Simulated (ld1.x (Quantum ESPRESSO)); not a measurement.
**Pt (Z = 78), PAW: configuration errors across variants**

```
Element                 : platinum
Generator               : ld1.x (Quantum ESPRESSO) 7.5
Type                    : PAW
Functional              : LDA (PZ)
Relativity              : scalar-relativistic
Frozen core             : [Xe] 4f14
Valence charge          : 10
Reference configuration : 5d8 6s2 6p0
Partial waves           : 6s (bound): rcut 2.40, rcutus 2.60 bohr; 6s channel at 2.35 Ry: rcut 2.40, rcutus 2.60 bohr; 6p (bound, empty): rcut 2.40, rcutus 2.80 bohr; 6p channel at 1.2 Ry: rcut 2.40, rcutus 2.80 bohr; 5d (bound): rcut 1.25, rcutus 1.55 bohr; 5d channel at 1.5 Ry: rcut 1.25, rcutus 1.55 bohr
Local potential         : all-electron potential smoothed inside 1.40 bohr (lloc = -1)
Core correction         : Bessel-smoothed model core, default radius (core density twice the valence density)
Augmentation charge     : PSQ, inside the norm-conserving radii
```

All-electron excitation energies from the reference (eV): (1) 5d9 6s1 6p0 -0.930; (2) 5d9 6s0 6p0 8.614; (3) 5d8 6s0 6p0 28.873; (4) 5d8 6s1 6p0 10.487; (5) 5d10 6s0 6p0 -0.876; (6) 5d9.5 6s0.5 6p0 -1.016; (7) 5d7 6s0 6p0 61.385; (8) 5d8 6s2 6p0 spin -0.518; (9) 5d9 6s1 6p0 spin -1.310.

Spin tests fill each open shell by Hund’s rule, majority spin first.

The overlap operator is not positive definite (basis up to 400 Ry) in “local potential all-electron potential smoothed inside 1.14 bohr (lloc = -1)”, “local potential all-electron potential smoothed inside 1.34 bohr (lloc = -1)”, “local potential all-electron potential smoothed inside 1.58 bohr (lloc = -1)”. Such files are unfit for use, however small their errors in these radial tests.

A true bound ghost makes a file unfit for plane-wave use even where its test errors are small: the radial tests pick states by their node count and pass the ghost by.

Errors AE − PS in meV (a dash: test not solved or not reliable):

```tsv
change	(1)	(2)	(3)	(4)	(5)	(6)	(7)	(8)	(9)	bound ghosts
base	-24	-36	-15	-4.4	-76	-48	-103	-3.8	-25	s, p
local potential all-electron potential smoothed inside 1.14 bohr (lloc = -1)	-24	-36	-15	-4.3	-75	-47	-103	-3.6	-24	p (s not tested, overlap not positive)
local potential all-electron potential smoothed inside 1.34 bohr (lloc = -1)	-24	-36	-15	-4.4	-76	-48	-103	-3.8	-25	p (s not tested, overlap not positive)
local potential all-electron potential smoothed inside 1.58 bohr (lloc = -1)	-23	-35	-13	-4.5	-74	-46	-101	-3.9	-24	s, p (d not tested, overlap not positive)
local potential all-electron potential smoothed inside 1.82 bohr (lloc = -1)	-25	-36	-14	-4.5	-75	-48	-104	-4.6	-26	s
local potential all-electron potential smoothed inside 2.02 bohr (lloc = -1)	-17	-37	-15	+0.2	-76	-43	-104	+6.4	-14	none
local potential all-electron potential smoothed inside 2.22 bohr (lloc = -1)	-23	-36	-15	-4.2	-76	-47	-104	-2.9	-23	none
local potential all-electron potential smoothed inside 2.52 bohr (lloc = -1)	-23	-36	-14	-4.2	-75	-47	-104	-3.3	-24	none
local potential all-electron potential smoothed inside 2.84 bohr (lloc = -1)	-23	-36	-14	-4.2	-75	-47	-104	-3.5	-24	none
local potential all-electron potential smoothed inside 2.98 bohr (lloc = -1)	-23	-36	-14	-4.2	-75	-47	-104	-3.5	-24	none
```

**Question.** Give the same row for: local potential all-electron potential smoothed inside 3.24 bohr (lloc = -1).

**Answer.** -24, -36, -14, -4.3, -75, -47, -104, -3.6, -24; bound ghosts: none.
